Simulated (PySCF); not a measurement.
H2OZn, SMILES [OH][ZnH]. Atoms are numbered in the order given.

```xyz
4

Zn    -0.0065    -0.3731     0.0000
H     -0.0021    -1.8873     0.0000
O      0.1126     1.3976     0.0000
H     -0.7031     1.8995     0.0000
```

The structure is a stationary point at PBE0-D3(BJ)/def2-TZVP.

These are PySCF with TDDFT-PBE0/def2-TZVPD values and carry that method's errors.

Vertical excitations.  State labels are in the subgroup Cs.

Computed UV-visible absorptions:
```tsv
state	symmetry	energy (eV)	λ (nm)	f	main pairs
S1	A"	6.14	202	0.030	HOMO→LUMO 93 %
S2	A"	6.59	188	0.010	HOMO→LUMO+2 92 %
S3	A'	6.68	186	0.009	HOMO→LUMO+1 54 %, HOMO−1→LUMO 42 %
S4	A"	7.08	175	0.012	HOMO−1→LUMO+1 97 %
S5	A'	7.10	175	0.039	HOMO−1→LUMO+2 86 %
S6	A'	7.34	169	0.153	HOMO−1→LUMO 42 %, HOMO→LUMO+1 39 %, HOMO−2→LUMO+2 8 %
S7	A'	8.05	154	0.201	HOMO−2→LUMO 95 %
S8	A"	8.16	152	0.032	HOMO→LUMO+4 42 %, HOMO→LUMO+3 25 %, HOMO→LUMO+6 21 %, HOMO−2→LUMO+1 9 %
S9	A"	8.26	150	0.243	HOMO−2→LUMO+1 88 %
S10	A'	8.29	150	0.245	HOMO−2→LUMO+2 81 %
T1	A"	5.75	216	0	HOMO→LUMO 78 %, HOMO→LUMO+2 18 %
T2	A'	6.07	204	0	HOMO−1→LUMO 77 %, HOMO−1→LUMO+2 12 %
T3	A'	6.29	197	0	HOMO→LUMO+1 86 %
T4	A"	6.45	192	0	HOMO→LUMO+2 78 %, HOMO→LUMO 18 %
```
Triplets are in the Tamm–Dancoff approximation, which puts them higher than full response would, so one can lie above its singlet here.
